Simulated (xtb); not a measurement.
C₆H₁₅O₃, charge +1, singlet, from a rough starting geometry; GFN2-xTB in xtb.

Input for xtb:
```
$ xtb mol.xyz --gfn 2 --chrg 1 --opt vtight --json

# file mol.xyz
24

C      2.19012933    -1.82379452    -0.88712644
O      1.57318945    -0.65248416    -0.34028767
C      2.13651173    -0.17979094     0.86480509
C      1.31429653     0.94914112     1.31596928
O     -0.04255938     0.54820001     1.09739680
C     -1.07380580     1.58489840     0.76381490
C     -2.13215280     0.89019259     0.13825968
O     -1.52324665     0.08030020    -0.88988594
C     -2.38966595    -0.77248264    -1.63448915
H      2.08768060    -2.71412989    -0.15045349
H      3.23179626    -1.68989211    -1.02667871
H      1.66443214    -2.03280764    -1.77619531
H      2.11914832    -0.95109839     1.61876571
H      3.21372533     0.04859048     0.70785253
H      1.46880368     1.27404964     2.31388768
H      1.59020026     1.83736180     0.58215269
H     -0.03852071     0.05807730     0.27659863
H     -0.60108266     2.38328521     0.14626735
H     -1.34539356     2.05002726     1.74408932
H     -2.69179845     0.27652908     0.78737175
H     -2.82804757     1.62129492    -0.38684481
H     -1.80268192    -1.23552033    -2.28316617
H     -2.91160459    -1.46186099    -0.92321096
H     -3.15832341    -0.09234286    -2.08654442
```

What does xtb print? Leave out banner, timings and long lists.


```
   ID    Z sym.   atoms
    1    6 C      1, 3, 4, 6, 7, 9
    2    8 O      2, 5, 8
    3    1 H      10-24

           -------------------------------------------------
          |                Calculation Setup                |
           -------------------------------------------------

           -------------------------------------------------
          |                 G F N 2 - x T B                 |
           -------------------------------------------------

          ...................................................
          :                      SETUP                      :
          :.................................................:
          :  # basis functions                  51          :
          :  # atomic orbitals                  51          :
          :  # shells                           33          :
          :  # electrons                        56          :
          :  max. iterations                   250          :
          :  Hamiltonian                  GFN2-xTB          :
          :  restarted?                      false          :
          :  GBSA solvation                  false          :
          :  PC potential                    false          :
          :  electronic temp.          300.0000000     K    :
          :  accuracy                    1.0000000          :
          :  -> integral cutoff          0.2500000E+02      :
          :  -> integral neglect         0.1000000E-07      :
          :  -> SCF convergence          0.1000000E-05 Eh   :
          :  -> wf. convergence          0.1000000E-03 e    :
          :  Broyden damping             0.4000000          :
          :  net charge                          1          :
          :  unpaired electrons                  0          :
          ...................................................

 iter      E             dE          RMSdq      gap      omega  full diag
   1    -32.4673190 -0.324673E+02  0.423E+00    8.60       0.0  T
   2    -32.5278445 -0.605255E-01  0.248E+00    7.16       1.0  T
   3    -32.5300273 -0.218281E-02  0.878E-01    6.83       1.0  T
   4    -32.5304122 -0.384905E-03  0.136E-01    6.71       1.0  T
   5    -32.5304551 -0.429217E-04  0.665E-02    6.80       1.0  T
   6    -32.5304579 -0.278640E-05  0.157E-02    6.81       1.3  T
   7    -32.5304584 -0.514410E-06  0.434E-03    6.81       4.7  T
   8    -32.5304584 -0.223552E-07  0.160E-03    6.81      12.8  T
[...]
 * total energy  :   -32.2268118 Eh     change       -0.3514864E-05 Eh
 * total energy  :   -32.2268142 Eh     change       -0.2321027E-05 Eh
 * total energy  :   -32.2268154 Eh     change       -0.1221504E-05 Eh
 * total energy  :   -32.2268157 Eh     change       -0.3042204E-06 Eh
 * total energy  :   -32.2268161 Eh     change       -0.3893845E-06 Eh
 * total energy  :   -32.2268164 Eh     change       -0.3465144E-06 Eh
 * total energy  :   -32.2268167 Eh     change       -0.3018253E-06 Eh
 * total energy  :   -32.2268170 Eh     change       -0.2818587E-06 Eh
 * total energy  :   -32.2268173 Eh     change       -0.2527211E-06 Eh
 * total energy  :   -32.2268175 Eh     change       -0.1925375E-06 Eh
 * total energy  :   -32.2268176 Eh     change       -0.1230116E-06 Eh
 * total energy  :   -32.2268176 Eh     change       -0.6191102E-07 Eh
   *** GEOMETRY OPTIMIZATION CONVERGED AFTER 30 ITERATIONS ***
         :: total energy             -32.226817636337 Eh    ::
[...]
     2   8 O    2.105 --     3 C    0.989     1 C    0.965
     3   6 C    3.949 --     4 C    0.999     2 O    0.989    13 H    0.964
                            14 H    0.960
     4   6 C    3.872 --     3 C    0.999    15 H    0.965    16 H    0.963
                             5 O    0.898
     5   8 O    2.577 --     6 C    0.898     4 C    0.898    17 H    0.689
     6   6 C    3.872 --     7 C    0.999    19 H    0.965    18 H    0.963
                             5 O    0.898
     7   6 C    3.949 --     6 C    0.999     8 O    0.989    20 H    0.964
                            21 H    0.960
     8   8 O    2.105 --     7 C    0.989     9 C    0.965
     9   6 C    3.924 --    24 H    0.979    23 H    0.978    22 H    0.976
                             8 O    0.965
    10   1 H    0.997 --     1 C    0.978
    11   1 H    0.996 --     1 C    0.979
    12   1 H    0.993 --     1 C    0.976
    13   1 H    0.995 --     3 C    0.964
    14   1 H    0.993 --     3 C    0.960
    15   1 H    0.987 --     4 C    0.965
    16   1 H    0.989 --     4 C    0.963
    17   1 H    0.821 --     5 O    0.689
    18   1 H    0.989 --     6 C    0.963
    19   1 H    0.987 --     6 C    0.965
    20   1 H    0.995 --     7 C    0.964
    21   1 H    0.993 --     7 C    0.960
    22   1 H    0.993 --     9 C    0.976
    23   1 H    0.997 --     9 C    0.978
    24   1 H    0.996 --     9 C    0.979
 ---------------------------------------------------------------------------

Topologies differ in total number of bonds
Writing topology from bond orders to xtbtopo.mol

molecular dipole:
                 x           y           z       tot (Debye)
 q only:        0.033       0.847       1.062
   full:        0.015       0.788       1.082       3.402
molecular quadrupole (traceless):
                xx          xy          yy          xz          yz          zz
 q only:        6.874      -3.820      -0.877       4.631       8.591      -5.997
  q+dip:        7.311      -3.538      -1.497       3.917       5.666      -5.814
   full:        7.741      -3.903      -1.239       4.539       7.270      -6.502

optimized geometry written to: xtbopt.xyz

           -------------------------------------------------
          | TOTAL ENERGY              -32.226817636337 Eh   |
          | GRADIENT NORM               0.000046129721 Eh/α |
          | HOMO-LUMO GAP               7.899730574469 eV   |
           -------------------------------------------------
```
